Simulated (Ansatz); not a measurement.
Molecule (SMILES): F[Si]F (closed-shell singlet).
Atoms: Si1, F2, F3. Bonds: Si1-F2, Si1-F3.

Basis-set convergence of the lowest harmonic wavenumber at B3LYP with Ansatz (an electronic-structure program). Each level at its own minimum, finite differences of forces, unscaled; the reference is a large set that could be run, not a limit. Cartesian d functions, on some or all atoms, in 6-31+G*, 6-311G**, 6-311+G**; all else is spherical. The program fits the integrals of some runs and decomposes those of others, by size. No added dispersion term, no relativity. Reference: the value in aug-pcseg-2, 334 cm⁻¹, itself unsure by roughly 2 cm⁻¹ (its mean distance from aug-cc-pV(T+d)Z, def2-TZVPPD). Deviations are taken from unrounded values.

```json
[
 {"basis": "STO-3G", "functions": "19", "lowest harmonic wavenumber (cm⁻¹)": "387", "minus reference (cm⁻¹)": "53"},
 {"basis": "3-21G", "functions": "31", "lowest harmonic wavenumber (cm⁻¹)": "329", "minus reference (cm⁻¹)": "-5"},
 {"basis": "pcseg-0", "functions": "31", "lowest harmonic wavenumber (cm⁻¹)": "302", "minus reference (cm⁻¹)": "-32"},
 {"basis": "pcseg-1", "functions": "46", "lowest harmonic wavenumber (cm⁻¹)": "318", "minus reference (cm⁻¹)": "-16"},
 {"basis": "cc-pV(D+d)Z", "functions": "51", "lowest harmonic wavenumber (cm⁻¹)": "321", "minus reference (cm⁻¹)": "-13"},
 {"basis": "6-31+G*", "functions": "61", "lowest harmonic wavenumber (cm⁻¹)": "319", "minus reference (cm⁻¹)": "-15"},
 {"basis": "6-311G**", "functions": "63", "lowest harmonic wavenumber (cm⁻¹)": "331", "minus reference (cm⁻¹)": "-3"},
 {"basis": "def2-SVPD", "functions": "70", "lowest harmonic wavenumber (cm⁻¹)": "314", "minus reference (cm⁻¹)": "-20"},
 {"basis": "6-311+G**", "functions": "75", "lowest harmonic wavenumber (cm⁻¹)": "324", "minus reference (cm⁻¹)": "-10"},
 {"basis": "aug-cc-pV(D+d)Z", "functions": "78", "lowest harmonic wavenumber (cm⁻¹)": "311", "minus reference (cm⁻¹)": "-23"},
 {"basis": "pcseg-2", "functions": "94", "lowest harmonic wavenumber (cm⁻¹)": "337", "minus reference (cm⁻¹)": "3"},
 {"basis": "cc-pV(T+d)Z", "functions": "99", "lowest harmonic wavenumber (cm⁻¹)": "334", "minus reference (cm⁻¹)": "0"},
 {"basis": "def2-TZVPD", "functions": "123", "lowest harmonic wavenumber (cm⁻¹)": "332", "minus reference (cm⁻¹)": "-2"},
 {"basis": "6-311++G(3df,3pd)", "functions": "125", "lowest harmonic wavenumber (cm⁻¹)": "327", "minus reference (cm⁻¹)": "-7"},
 {"basis": "jun-cc-pV(T+d)Z", "functions": "126", "lowest harmonic wavenumber (cm⁻¹)": "329", "minus reference (cm⁻¹)": "-5"},
 {"basis": "def2-TZVPPD", "functions": "128", "lowest harmonic wavenumber (cm⁻¹)": "332", "minus reference (cm⁻¹)": "-2"},
 {"basis": "aug-pcseg-2", "functions": "142", "lowest harmonic wavenumber (cm⁻¹)": "334", "minus reference (cm⁻¹)": "0"},
 {"basis": "aug-cc-pV(T+d)Z", "functions": "147", "lowest harmonic wavenumber (cm⁻¹)": "331", "minus reference (cm⁻¹)": "-3"}
]
```
